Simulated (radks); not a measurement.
Ionisation of the copper ion Cu+, [Ar] 3d10, to [Ar] 3d9 as the strength of local exchange is varied. Calculated with a radial shooting solver on a logarithmic mesh with Libxc functionals: scalar-relativistic Kohn-Sham, Slater X-alpha exchange (alpha = 2/3 is LDA exchange), no correlation, spin-polarised, spherical densities, finite nucleus; Fermi nuclear charge, rms radius 3.8823 fm.

alpha = 0.588: E(Cu+) (hartree) -1642.10972; exchange (hartree) -54.54886; IE (eV) 18.510; -e of the level emptied (eV) 11.482 (3d); <r> of it (bohr) 1.048
alpha = 0.612: E(Cu+) (hartree) -1644.33960; exchange (hartree) -56.86221; IE (eV) 18.925; -e of the level emptied (eV) 11.822 (3d); <r> of it (bohr) 1.040
alpha = 0.667: E(Cu+) (hartree) -1649.46258; exchange (hartree) -62.18925; IE (eV) 19.903; -e of the level emptied (eV) 12.630 (3d); <r> of it (bohr) 1.023
alpha = 0.688: E(Cu+) (hartree) -1651.42335; exchange (hartree) -64.23260; IE (eV) 20.287; -e of the level emptied (eV) 12.949 (3d); <r> of it (bohr) 1.017
alpha = 0.951: E(Cu+) (hartree) -1676.20006; exchange (hartree) -90.25979; IE (eV) 25.556; -e of the level emptied (eV) 17.443 (3d); <r> of it (bohr) 0.9451

NIST Atomic Spectra Database: 20.292 eV (measured). The Delta-SCF value meets it near alpha = 0.69. Open shells are spherical and high-spin; term and fine-structure splittings are not resolved.
